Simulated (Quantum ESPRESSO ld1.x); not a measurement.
Values are calculated unless marked as measured or tabulated.
Task: The mean radii <r> (bohr) of the occupied orbitals of an atom or ion are listed with their occupations. Level of theory: Dirac Kohn-Sham, exchange-only PBE, spin-unpolarised, spherical densities, point nucleus (ld1.x of Quantum ESPRESSO 7.5).

orbital  occ.      <r>
1s1/2       2  0.01803
2s1/2       2  0.07557
2p1/2       2  0.06246
2p3/2       4  0.07054
3s1/2       2   0.1969
3p1/2       2   0.1870
3p3/2       4   0.2019
3d3/2       4   0.1765
3d5/2       6   0.1811
4s1/2       2   0.4404
4p1/2       2   0.4450
4p3/2       4   0.4785
4d3/2       4   0.4934
4d5/2       6   0.5048
5s1/2       2    1.029
5p1/2       2    1.122
4f5/2       6   0.5743
5p3/2       4    1.214
4f7/2       8   0.5829
5d3/2     1.2    1.591
5d5/2     1.8    1.631

Name the element and its charge. Open shells, if any, are shared by 2j + 1.

Result: Z = 75, rhenium, charge +4: Re4+ in [Xe] 4f14 5d3. The 1s radius gives Z: for a bare nucleus <r> = (2 gamma + 1)/(2Z) with gamma = sqrt(1 - (Z/c)^2), 0.01783 bohr for Z = 75, and screening makes it slightly larger (0.01803 here). The occupations add up to 71, and the charge is Z minus that.
